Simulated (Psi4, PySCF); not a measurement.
Conformational energy of C₅H₄OS₂, SMILES O=Cc1ccc(S)s1, singlet. Scanned: dihedral O1–C2–C3–S8; all other coordinates were relaxed at GFN2-xTB. Points at φ and −φ are mirror images. Heavy atoms are numbered in the order of the SMILES O=Cc1ccc(S)s1, hydrogens after them in the order of the atoms that carry them; the mirror image has the same energies with the sign of each dihedral reversed.

Computed with: PBE-D3(BJ)/def2-SVP // GFN2-xTB (Psi4); HF/cc-pVTZ // GFN2-xTB (Psi4); RKS-B3LYP/3-21G = restricted B3LYP/3-21G // GFN2-xTB run with PySCF 2.14.0.

Energies in kcal/mol, each method relative to its own lowest point.

```json
[
 {"φ / °": "-160", "PBE-D3(BJ)/def2-SVP": "2.5", "HF/cc-pVTZ": "2.8", "RKS-B3LYP/3-21G": "3.3"},
 {"φ / °": "-140", "PBE-D3(BJ)/def2-SVP": "5.7", "HF/cc-pVTZ": "5.1", "RKS-B3LYP/3-21G": "6.7"},
 {"φ / °": "-120", "PBE-D3(BJ)/def2-SVP": "10.1", "HF/cc-pVTZ": "8.1", "RKS-B3LYP/3-21G": "11.2"},
 {"φ / °": "-100", "PBE-D3(BJ)/def2-SVP": "14.1", "HF/cc-pVTZ": "9.9", "RKS-B3LYP/3-21G": "14.8"},
 {"φ / °": "-80", "PBE-D3(BJ)/def2-SVP": "14.0", "HF/cc-pVTZ": "9.8", "RKS-B3LYP/3-21G": "14.8"},
 {"φ / °": "-60", "PBE-D3(BJ)/def2-SVP": "10.1", "HF/cc-pVTZ": "7.8", "RKS-B3LYP/3-21G": "11.0"},
 {"φ / °": "-40", "PBE-D3(BJ)/def2-SVP": "5.2", "HF/cc-pVTZ": "4.2", "RKS-B3LYP/3-21G": "5.9"},
 {"φ / °": "-20", "PBE-D3(BJ)/def2-SVP": "1.4", "HF/cc-pVTZ": "1.2", "RKS-B3LYP/3-21G": "1.7"},
 {"φ / °": "0", "PBE-D3(BJ)/def2-SVP": "0.0", "HF/cc-pVTZ": "0.0", "RKS-B3LYP/3-21G": "0.0"},
 {"φ / °": "20", "PBE-D3(BJ)/def2-SVP": "1.4", "HF/cc-pVTZ": "1.2", "RKS-B3LYP/3-21G": "1.7"},
 {"φ / °": "40", "PBE-D3(BJ)/def2-SVP": "5.2", "HF/cc-pVTZ": "4.2", "RKS-B3LYP/3-21G": "5.9"},
 {"φ / °": "60", "PBE-D3(BJ)/def2-SVP": "10.1", "HF/cc-pVTZ": "7.8", "RKS-B3LYP/3-21G": "11.0"},
 {"φ / °": "80", "PBE-D3(BJ)/def2-SVP": "14.0", "HF/cc-pVTZ": "9.8", "RKS-B3LYP/3-21G": "14.8"},
 {"φ / °": "100", "PBE-D3(BJ)/def2-SVP": "14.1", "HF/cc-pVTZ": "9.9", "RKS-B3LYP/3-21G": "14.8"},
 {"φ / °": "120", "PBE-D3(BJ)/def2-SVP": "10.1", "HF/cc-pVTZ": "8.1", "RKS-B3LYP/3-21G": "11.2"},
 {"φ / °": "140", "PBE-D3(BJ)/def2-SVP": "5.7", "HF/cc-pVTZ": "5.1", "RKS-B3LYP/3-21G": "6.7"},
 {"φ / °": "160", "PBE-D3(BJ)/def2-SVP": "2.5", "HF/cc-pVTZ": "2.8", "RKS-B3LYP/3-21G": "3.3"},
 {"φ / °": "180", "PBE-D3(BJ)/def2-SVP": "1.4", "HF/cc-pVTZ": "1.9", "RKS-B3LYP/3-21G": "2.0"}
]
```
